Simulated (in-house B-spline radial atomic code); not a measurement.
Successive ionisation energies of molybdenum; each step leads to the configuration of the next row (after the last: [Ne] 3s2 3p4). Dirac energy differences include first-order Breit, QED and recoil terms. NIST's values go from ground level to ground level; the uncertainty of those that are theory runs from under 0.1 % in few-electron ions to several per cent in heavy many-electron ones. Computed with a B-spline radial code for spherical atoms: Dirac-Hartree-Fock, average of the configuration, finite nuclei.

| ion | configuration | ionisation energy (eV) | tabulated value (eV) | tabulated kind | computed minus tabulated (eV) | highest orbital | largest mean radius (bohr) |
| --- | --- | --- | --- | --- | --- | --- | --- |
| Mo20+ | [Ar] 3d4 | 885.7 | 890 | tabulated theory | -4.3 | 3d5/2 | 0.40028 |
| Mo21+ | [Ar] 3d3 | 948.5 | 953 | tabulated theory | -4.5 | 3d5/2 | 0.39656 |
| Mo22+ | [Ar] 3d2 | 1012.9 | 1019 | tabulated theory | -6.1 | 3d5/2 | 0.39287 |
| Mo23+ | [Ar] 3d1 | 1078.8 | 1082 | tabulated theory | -3.2 | 3d5/2 | 0.38921 |
| Mo24+ | [Ne] 3s2 3p6 | 1270.9 | 1263 | semi-empirical | 7.9 | 3p3/2 | 0.38559 |
| Mo25+ | [Ne] 3s2 3p5 | 1331.5 | 1319.6 | semi-empirical | 11.9 | 3p3/2 | 0.38275 |

Where a p, d or f electron is removed, the computed value is a mean over both j, so it misses the tabulated one by a part of the spin-orbit splitting; averaging over terms and missing correlation add to the gap, relatively most at low charge.
